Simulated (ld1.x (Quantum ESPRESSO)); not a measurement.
## What the settings do to the TM semilocal potential of Ti (Z = 22)

Base potential:

titanium (Ti), norm-conserving Troullier–Martins (semilocal form), made with ld1.x (Quantum ESPRESSO) 7.5 (BP86, scalar-relativistic). Core [Ne], reference 3s2 3p6 3d2 4s2 4p0. Waves: 3p (bound): rc 1.70 bohr; 3d (bound): rc 2.20 bohr; 3s (bound): rc 1.55 bohr. Local part: the s channel. Core correction: full core density, not smoothed (it rises at the typed radius of 1.35 bohr, so ld1.x skipped the fit).

Occupied shells without a wave of their own: 4s. They enter only through the test configuration that unscreens the potential, and ld1.x also counts them in the model core charge.

All-electron outer shells of the reference configuration (BP86, scalar-relativistic, ld1.x):

| shell | level (eV) | outermost node (bohr) | outermost maximum (bohr) |
| --- | --- | --- | --- |
| 2s | -537.27 | 0.09 | 0.27 |
| 2p | -444.56 | – | 0.22 |
| 3s | -62.70 | 0.40 | 0.87 |
| 3p | -38.94 | 0.37 | 0.90 |
| 4s | -4.61 | 1.24 | 2.88 |
| 3d | -4.39 | – | 0.98 |
| 4p | -1.56 | 1.39 | 3.80 |

Cutoffs, loose and tight: the cutoffs (Ry, on a coarse ladder) from which the occupation-weighted sum of valence levels, in a spherical-Bessel basis at the reference potential, stays within 10 and 1 mRy of its value at 400 Ry. They do not see the model core or the augmentation charge, which bear on the density cutoff. Test errors are all-electron minus pseudo excitation energies from the reference, over the configurations 3s2 3p6 3d2 4s1 4p0; 3s2 3p6 3d2 4s0 4p0; 3s2 3p6 3d1 4s0 4p0; 3s2 3p6 3d2.5 4s1.5 4p0; 3s2 3p6 3d1 4s2 4p0; 3s2 3p6 3d0 4s0 4p0; 3s2 3p6 3d2 4s0 4p1. A dash means not determined; rows that change the core or the reference have their own tests.

With those shells counted twice in exchange and correlation these files are broken, and their errors move erratically; no question is asked of them.

A semilocal file is local in each channel, so a ghost entry of none says nothing of the separable form that plane-wave codes build from it.

```csv
change,outcome,"cutoff, loose","cutoff, tight",bound ghosts,largest test error (meV)
base,"generated, misses its reference levels by 0.48 eV",50 Ry,80 Ry,none,-4339
"all radii but the core radius scaled by about 0.77 (s 1.20, p 1.32, d 1.70 bohr)",generated,90 Ry,140 Ry,none,-2029
"all radii but the core radius scaled by about 0.81 (s 1.26, p 1.38, d 1.78 bohr)",generated,90 Ry,120 Ry,none,-2279
"all radii but the core radius scaled by about 0.87 (s 1.36, p 1.48, d 1.92 bohr)","generated, misses its reference levels by 0.24 eV",70 Ry,100 Ry,none,-2836
"all radii but the core radius scaled by about 0.97 (s 1.50, p 1.64, d 2.12 bohr)","generated, misses its reference levels by 0.42 eV",50 Ry,90 Ry,none,-3974
"all radii but the core radius scaled by about 1.12 (s 1.72, p 1.90, d 2.46 bohr)","generated, misses its reference levels by 0.77 eV",40 Ry,70 Ry,none,-5919
"all radii but the core radius scaled by about 1.16 (s 1.80, p 1.96, d 2.54 bohr)","generated, misses its reference levels by 0.94 eV",40 Ry,70 Ry,none,-6971
"all radii but the core radius scaled by about 1.24 (s 1.92, p 2.10, d 2.72 bohr)","generated, misses its reference levels by 1.21 eV",35 Ry,70 Ry,none,-8239
"all radii but the core radius scaled by about 1.31 (s 2.02, p 2.22, d 2.88 bohr)","generated, misses its reference levels by 1.37 eV",35 Ry,60 Ry,none,-8906
"all radii but the core radius scaled by about 1.37 (s 2.12, p 2.32, d 3.00 bohr)","generated, misses its reference levels by 1.53 eV",35 Ry,60 Ry,none,-9579
```

Reading the sweep of the scale of all radii but the core radius (base = 1) (base included, trends over the rows without a ghost): The loose cutoff falls from 90 Ry at 0.77 to 35 Ry at 1.37. A larger radius leaves more room for a smooth pseudo-wave, so fewer plane waves are needed; a smaller one forces it to follow the all-electron wave where it bends sharply. The median size of the test errors (rows with all tests solved) rises from 427.3 meV at 0.77 to 4840.8 meV at 1.37. More of the atom is replaced by a form fitted at one configuration, so other configurations suffer as the radius grows.
